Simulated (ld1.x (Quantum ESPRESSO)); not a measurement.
boron, ultrasoft: configuration errors across variants

- Element: B (Z = 5)
- Generator: ld1.x (Quantum ESPRESSO) 7.5
- Type: ultrasoft
- Functional: PBE
- Relativity: non-relativistic
- Frozen core: [He]
- Valence charge: 3
- Reference configuration: 2s2 2p1
- Partial waves: 2s (bound): rcut 1.30, rcutus 1.75 bohr; 2s channel at -0.2 Ry: rcut 1.30, rcutus 1.75 bohr; 2p (bound): rcut 3.10, rcutus 3.50 bohr; 2p channel at 3.15 Ry: rcut 3.10, rcutus 3.50 bohr
- Local potential: all-electron potential smoothed inside 3.40 bohr (lloc = -1)
- Core correction: a·sin(br)/r model core inside 1.80 bohr
- Augmentation charge: PSQ, inside the norm-conserving radii

All-electron excitation energies from the reference (eV): (1) 2s2 2p0 8.222; (2) 2s1 2p0 33.637; (3) 2s2 2p0.5 2.888; (4) 2s2 2p1.3 -0.739; (5) 2s1 2p1 14.355; (6) 2s1 2p2 5.844; (7) 2s0 2p3 11.708.

The overlap operator is not positive definite (basis up to 400 Ry) in “base”, “waves 2p (bound): rcut 2.18, rcutus 2.32 bohr; 2p channel at 3.15 Ry: rcut 2.18, rcutus 2.32 bohr”, “waves 2p (bound): rcut 2.48, rcutus 2.62 bohr; 2p channel at 3.15 Ry: rcut 2.48, rcutus 2.62 bohr”, “waves 2p (bound): rcut 2.76, rcutus 2.92 bohr; 2p channel at 3.15 Ry: rcut 2.76, rcutus 2.92 bohr”, “waves 2p (bound): rcut 3.02, rcutus 3.20 bohr; 2p channel at 3.15 Ry: rcut 3.02, rcutus 3.20 bohr”, “waves 2p (bound): rcut 3.10, rcutus 3.56 bohr; 2p channel at 3.15 Ry: rcut 3.10, rcutus 3.56 bohr”, “waves 2p (bound): rcut 3.10, rcutus 3.98 bohr; 2p channel at 3.15 Ry: rcut 3.10, rcutus 3.98 bohr”, “waves 2p (bound): rcut 3.10, rcutus 4.18 bohr; 2p channel at 3.15 Ry: rcut 3.10, rcutus 4.18 bohr”, “waves 2p (bound): rcut 3.10, rcutus 4.56 bohr; 2p channel at 3.15 Ry: rcut 3.10, rcutus 4.56 bohr”, “waves 2p (bound): rcut 3.10, rcutus 4.92 bohr; 2p channel at 3.15 Ry: rcut 3.10, rcutus 4.92 bohr”. Such files are unfit for use, however small their errors in these radial tests.

Errors AE − PS in meV (a dash: test not solved or not reliable):

| change | (1) | (2) | (3) | (4) | (5) | (6) | (7) | bound ghosts |
| --- | --- | --- | --- | --- | --- | --- | --- | --- |
| base | -200 | -506 | -49 | -12 | -56 | +31 | +131 | not determined (overlap not positive) |
| waves 2p (bound): rcut 2.18, rcutus 2.32 bohr; 2p channel at 3.15 Ry: rcut 2.18, rcutus 2.32 bohr | +0.6 | -1.1 | -0.7 | -0.1 | -6.6 | +7.9 | +34 | not determined (overlap not positive) |
| waves 2p (bound): rcut 2.48, rcutus 2.62 bohr; 2p channel at 3.15 Ry: rcut 2.48, rcutus 2.62 bohr | -2.6 | -7.8 | -3.0 | -1.1 | -20 | +7.6 | +31 | not determined (overlap not positive) |
| waves 2p (bound): rcut 2.76, rcutus 2.92 bohr; 2p channel at 3.15 Ry: rcut 2.76, rcutus 2.92 bohr | -2.5 | -4.1 | -13 | -7.6 | -105 | +5.7 | +23 | not determined (overlap not positive) |
| waves 2p (bound): rcut 3.02, rcutus 3.20 bohr; 2p channel at 3.15 Ry: rcut 3.02, rcutus 3.20 bohr | +4.8 | +18 | -4.4 | -2.4 | -52 | +3.8 | +14 | not determined (overlap not positive) |
| waves 2p (bound): rcut 3.10, rcutus 3.56 bohr; 2p channel at 3.15 Ry: rcut 3.10, rcutus 3.56 bohr | +52 | +141 | -4.9 | -7.1 | -146 | -4.0 | -17 | not determined (overlap not positive) |
| waves 2p (bound): rcut 3.10, rcutus 3.98 bohr; 2p channel at 3.15 Ry: rcut 3.10, rcutus 3.98 bohr | +44 | +120 | -11 | -12 | -166 | -3.3 | -14 | not determined (overlap not positive) |
| waves 2p (bound): rcut 3.10, rcutus 4.18 bohr; 2p channel at 3.15 Ry: rcut 3.10, rcutus 4.18 bohr | +46 | +124 | -18 | -17 | -237 | -4.9 | -23 | not determined (overlap not positive) |
| waves 2p (bound): rcut 3.10, rcutus 4.56 bohr; 2p channel at 3.15 Ry: rcut 3.10, rcutus 4.56 bohr | +47 | +126 | -27 | -24 | -336 | -7.0 | -34 | not determined (overlap not positive) |
| waves 2p (bound): rcut 3.10, rcutus 4.92 bohr; 2p channel at 3.15 Ry: rcut 3.10, rcutus 4.92 bohr | +45 | +122 | -33 | -30 | -404 | -8.3 | -42 | not determined (overlap not positive) |

(1) Give the same row for: waves 2p (bound): rcut 3.10, rcutus 5.30 bohr; 2p channel at 3.15 Ry: rcut 3.10, rcutus 5.30 bohr.

## Answers

(1) +42, +115, -38, -33, –, -8.8, -46; bound ghosts: not determined (overlap not positive). Not counted: 2s1 2p1 (solver errors, printed error -19.8 eV). Its overlap operator is not positive definite in a basis up to 400 Ry (lowest eigenvalue s -1.42), so the file is unfit for use: the generalised eigenproblem breaks down once the basis is large enough, and its test numbers describe a broken file.
